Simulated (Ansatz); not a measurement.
Ansatz results at the PBE0-D4/def2-TZVP geometry: HOMO energy (B3LYP/def2-TZVPP) -7.48 eV; HOMO energy (PBE/def2-TZVPP) -6.54 eV; HOMO energy (PBE0/def2-TZVPP) -7.72 eV.

Each molecule was computed in one conformer, which needn't be the lowest.

(1) Which molecule gave them?
A. `O[SiH]1NCS1`
B. `C=C[SiH2]CN`
C. `N=C(S)[SiH2]O`
D. `N[SiH](O)C=S`

Answers

(1) C. The others give `C=C[SiH2]CN`: -6.28, -5.15, -6.49; `O[SiH]1NCS1`: -6.75, -5.78, -7.00; `N[SiH](O)C=S`: -6.08, -5.08, -6.30.

B3LYP here is the variant with VWN-RPA as its local correlation; programs differ in this.
